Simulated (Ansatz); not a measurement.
`C#[C][AlH][OH]` + HCl → `[OH][AlH][Cl]` + acetylene at 298.15 K and 1 bar (ligand exchange at the Al–C bond).

Program: Ansatz. Geometries: PBE0-D4/def2-TZVP. ΔE: electronic, gas phase. CCSD(T)/CBS is the MP2 limit (def2-TZVPP, def2-QZVPP) plus CCSD(T) − MP2 in def2-TZVPP, frozen cores. This one scheme is used for every species. Each species was taken in one conformer, which may not be the lowest.

| species | CCSD(T)/CBS energy (Eh) | H − E (kJ/mol) | S (J/(mol·K)) |
| --- | --- | --- | --- |
| `C#[C][AlH][OH]` | -395.10198 | 121.0 | 309.2 |
| HCl | -460.38127 | 26.6 | 186.8 |
| `[OH][AlH][Cl]` | -778.29577 | 72.5 | 288.8 |
| `C#C` | -77.22717 | 80.8 | 200.2 |

H − E and S are ideal-gas, rigid-rotor, harmonic terms from PBE0-D4/def2-TZVP, for one conformer and one mirror image of each species. 1 Eh = 2625.50 kJ/mol, R = 8.31446 J/(mol·K).

Question: By hand: ΔE, ΔH, ΔS and ΔG.

Answer: ΔE = (-778.29577) + (-77.22717) − (-395.10198) − (-460.38127) = -0.03969 Eh = -104.2 kJ/mol. Δ(H − E) = 72.5 + 80.8 − 121.0 − 26.6 = 5.7, so ΔH = -98.5 kJ/mol. ΔS = 288.8 + 200.2 − 309.2 − 186.8 = -7.0 J/(mol·K). ΔG = -98.5 − 298.15 × (-7.0)/1000 = -96.4 kJ/mol.

Question: By hand: the equilibrium constant, and the temperature at which ΔG would vanish if ΔH and ΔS stayed fixed.

Answer: log₁₀ K = −ΔG/(RT ln 10) = 16.9. ΔG = 0 at ΔH/ΔS = 14071 K, far beyond where these terms or the molecules hold.

The number of gas molecules stays the same, so ΔS is small and ΔH decides. A doubt of 5 kJ/mol in ΔE shifts log₁₀ K by 0.9 here. Other conformers and mirror images would add mixing entropy, several J/(mol·K) or more a flexible species. These are equilibria of isolated gas molecules and say nothing of rates. Largest T1 diagnostic: 0.014 (customary marks: 0.02 for closed shells, 0.045 for open ones).
